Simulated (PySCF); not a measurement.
# Polarisability and C₆ of Se³⁺ (selenium, charge +3)

[Ar] 3d10 4s2 4p1, 2P determinant. Calculation: PySCF 2.14, in def2-QZVPPD (12s8p5d4f1g, 98 functions); no relativity, point nucleus. Coupled (time-dependent) response in atomic units; α is the mean over directions.

```csv
method,mean α (bohr³),"α xx, yy, zz",C₆ (like pair),S(−4)
CAM-B3LYP,6.746,"6.930, 6.377, 6.930",23.90,16.67
```

S(−4) is the Cauchy moment in α(ω) = α(0) + S(−4) ω² + …

Spin-orbit coupling is absent.

α(iu) at CAM-B3LYP:

```json
{"u (hartree)": "0", "α(iu) (bohr³)": "6.746"}
{"u (hartree)": "0.0500", "α(iu) (bohr³)": "6.705"}
{"u (hartree)": "0.100", "α(iu) (bohr³)": "6.584"}
{"u (hartree)": "0.200", "α(iu) (bohr³)": "6.147"}
{"u (hartree)": "0.300", "α(iu) (bohr³)": "5.547"}
{"u (hartree)": "0.500", "α(iu) (bohr³)": "4.274"}
{"u (hartree)": "0.750", "α(iu) (bohr³)": "3.025"}
{"u (hartree)": "1.00", "α(iu) (bohr³)": "2.208"}
{"u (hartree)": "1.50", "α(iu) (bohr³)": "1.338"}
{"u (hartree)": "2.00", "α(iu) (bohr³)": "0.9260"}
{"u (hartree)": "3.00", "α(iu) (bohr³)": "0.5569"}
{"u (hartree)": "5.00", "α(iu) (bohr³)": "0.2973"}
```

For an ion, C₆ is the dispersion term alone; charge-induced terms of lower order in 1/R come first.

The components differ because the open shell of this determinant is not spherical; for a pure term their mean is the scalar polarisability.
